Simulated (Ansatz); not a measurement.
Molecule: sum formula GaO2H2, net charge -1, singlet state. 
Geometry from a B3LYP-D3(BJ)/def2-TZVP (Ansatz, an electronic-structure program) optimisation:
```
Ga
O 1 1.9406
H 2 0.9653 1 110.78
O 1 1.9406 2 98.09 3 0.00
H 4 0.9653 1 110.78 2 0.00
```
Charge -1, spin multiplicity 1.

Basis-set convergence of Hartree-Fock and MP2 correlation energies (hartree) with Ansatz. Cores are frozen in the correlated levels unless marked. No spin-orbit coupling. The frozen core is the preceding noble-gas configuration, with the filled d and f shells of earlier blocks. Non-relativistic. This anion needs diffuse functions, which these sets lack.

```csv
basis,functions,E(HF),"E(corr, MP2)"
cc-pVDZ,65,-2074.16185,-0.45178
cc-pVTZ,131,-2074.29605,-0.58264
cc-pVQZ,238,___,___
```

Question: What belongs in the gaps?

Answer: 
- cc-pVQZ, E(HF): -2074.31576
- cc-pVQZ, E(corr, MP2): -0.63077
